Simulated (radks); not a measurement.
Values are calculated unless marked as measured or tabulated.
Problem. Species: Tc3+. Configuration: [Kr] 4d4. Level of theory: Dirac Kohn-Sham, BLYP, spin-unpolarised, spherical densities, finite nucleus; open shells are shared between the two j in proportion to 2j + 1; Fermi nuclear charge, rms radius 4.4112 fm (a radial shooting solver on a logarithmic mesh with Libxc functionals).

Spin-orbit splittings of the eigenvalues, e(l+1/2) - e(l-1/2), with zeta = 2 splitting/(2l+1) and mean radii in bohr:

| shell | occ. | splitting (eV) | zeta (eV) | <r> j=l-1/2 | <r> j=l+1/2 |
|---|---|---|---|---|---|
| 2p | 6 | 118.3 | 78.88 | 0.1271 | 0.1318 |
| 3p | 6 | 19.79 | 13.19 | 0.4091 | 0.4197 |
| 3d | 10 | ? | ? | 0.3970 | 0.4004 |
| 4p | 6 | 3.039 | 2.026 | 1.138 | 1.166 |
| 4d | 4 | 0.3468 | 0.1387 | 1.518 | 1.531 |

Estimate the 3d splitting.

Solution. 3.805 eV (zeta = 1.522 eV).
